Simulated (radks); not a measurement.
The numbers below are computed, except where a source is named.
Spherical quantum dot in the effective-mass picture: electrons in a parabolic well V = omega^2 r^2 / 2 with omega = 2.71, all in effective atomic units (hartree* = m*/eps^2 hartree, bohr* = eps/m* bohr), one dielectric constant everywhere. Level of theory: non-relativistic Kohn-Sham, exchange-only LDA, spin-polarised, spherical densities (a radial shooting solver with Libxc functionals). Levels are named by radial order and angular momentum (1s, 1p, 1d, 2s, ...), and open shells are averaged over m. Results are scaled to m* = 0.274 and eps = 9.4, for which hartree* = 84.38 meV and bohr* = 1.815 nm.

N = 33, configuration 1s2 1p6 1d10 2s2 1f(up 7, down 6). This is the lowest configuration that the search found. Occupied and some empty levels:

| level | occupation | eigenvalue (meV) | <r> (nm) |
|---|---|---|---|
| 1s up | 1 | 2350.4 | 1.719 |
| 1s down | 1 | 2351.3 | 1.715 |
| 1p up | 3 | 2471.1 | 2.221 |
| 1p down | 3 | 2472.5 | 2.218 |
| 1d up | 5 | 2599.7 | 2.578 |
| 1d down | 5 | 2601.3 | 2.577 |
| 2s up | 1 | 2612.8 | 2.298 |
| 2s down | 1 | 2614.0 | 2.299 |
| 1f up | 7 | 2736.8 | 2.857 |
| 1f down | 6 | 2738.6 | 2.857 |
| 2p up | 0 | 2762.7 | 2.566 |
| 2p down | 0 | 2763.9 | 2.567 |
| 1g up | 0 | 2882.6 | 3.090 |
| 1g down | 0 | 2884.4 | 3.090 |
| 2d up | 0 | 2920.0 | 2.820 |
| 2d down | 0 | 2921.2 | 2.821 |

Energy (meV): total 57723.3, kinetic 8395.4, external 22040, Hartree 29301, exchange-correlation -2012.9.

Electron density:

| r (nm) | n(r) (e/nm^3) |
|---|---|
| 0.107 | 0.2870 |
| 0.509 | 0.2560 |
| 0.910 | 0.2151 |
| 1.31 | 0.2041 |
| 1.71 | 0.2261 |
| 2.11 | 0.2436 |
| 2.52 | 0.2188 |
| 2.92 | 0.1528 |
| 3.32 | 0.07976 |
| 3.72 | 0.03057 |
| 4.12 | 0.008481 |
| 4.53 | 0.001684 |
| 4.93 | 0.0002431 |
| 5.33 | 0.00002547 |
